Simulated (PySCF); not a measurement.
C₃H₈As, SMILES C[C](C)[AsH2], multiplicity 2.

Geometry: B3LYP-D3(BJ)/def2-SVP. The isomer is the one that the SMILES or the coordinates give; other isomers of the formula were not compared.

These are TDA-LC-ωPBE/def2-SVPD in PySCF values and carry that method's errors.

Vertical excitations. 

Computed UV-visible absorptions:
| state | energy (eV) | λ (nm) | f | main pairs |
|---|---|---|---|---|
| root 1 | 4.64 | 267 | 0.009 | α HOMO→LUMO 47 %, α HOMO→LUMO+2 33 %, β HOMO→LUMO 8 % |
| root 2 | 4.89 | 254 | 0.007 | α HOMO→LUMO+1 77 %, β HOMO→LUMO+2 8 % |
| root 3 | 5.00 | 248 | 0.047 | α HOMO→LUMO+2 5 %, β HOMO→LUMO 72 %, β HOMO−1→LUMO 13 % |
| root 4 | 5.46 | 227 | 0.023 | α HOMO→LUMO+2 43 %, α HOMO→LUMO 40 % |
| root 5 | 6.25 | 198 | 0.018 | α HOMO→LUMO+3 16 %, α HOMO−1→LUMO 9 %, α HOMO→LUMO+2 5 %, β HOMO−1→LUMO 23 %, β HOMO→LUMO+1 16 %, β HOMO→LUMO+3 12 % |
| root 6 | 6.39 | 194 | 0.021 | α HOMO→LUMO+1 16 %, α HOMO−1→LUMO+1 11 %, β HOMO→LUMO+2 60 % |
| root 7 | 6.57 | 189 | 0.030 | α HOMO→LUMO+3 34 %, β HOMO−1→LUMO 43 %, β HOMO→LUMO 8 % |
| root 8 | 6.69 | 185 | 0.011 | α HOMO→LUMO+3 23 %, α HOMO−1→LUMO+2 7 %, β HOMO→LUMO+3 25 %, β HOMO→LUMO+1 15 %, β HOMO−1→LUMO 14 % |
| root 9 | 6.96 | 178 | 0.003 | α HOMO→LUMO+4 76 %, β HOMO−3→LUMO 9 % |
| root 10 | 7.03 | 176 | 0.000 | α HOMO→LUMO+4 14 %, β HOMO−3→LUMO 42 %, β HOMO−2→LUMO 30 % |
Unrestricted roots are not spin-pure.
